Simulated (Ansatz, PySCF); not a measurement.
Au2H4S2Si2, SMILES [Au][S][SiH2][SiH2][S][Au], multiplicity 1.

Geometry optimised at r2SCAN-D4/def2-SVP. The spin state was assumed, not searched. The def2 effective core potentials stand for the cores of Au; spin–orbit coupling is left out. One conformer was computed; it need not be the lowest.

Vertical ionisation energy (IE) and electron affinity (EA) in eV. Rows of orbital energies are one-electron estimates. Where ΔSCF, EOM or ADC give a negative EA the extra electron is unbound and the value depends on the basis.

```tsv
level	IE	EA
−ε(HOMO), −ε(LUMO), M06-2X/def2-TZVP (PySCF)	7.79	2.56
−ε(HOMO), −ε(LUMO), PBE/def2-TZVP (PySCF)	5.73	4.28
ΔSCF, PBE0/def2-SVPD (Ansatz), final states of multiplicity 2 and 2	8.19	2.19
ΔSCF, PBE/def2-SVPD (Ansatz), final states of multiplicity 2 and 2	7.86	2.49
```

### Question
What vertical singlet–triplet gap does ΔSCF give with PBE0/def2-SVPD (Ansatz, a quantum-chemistry and plane-wave program) and with PBE/def2-SVPD (Ansatz)? (Estimate from the structure and the level; the computed values follow.)

### Answer
1.86 and 1.51 eV (triplet above singlet where positive).
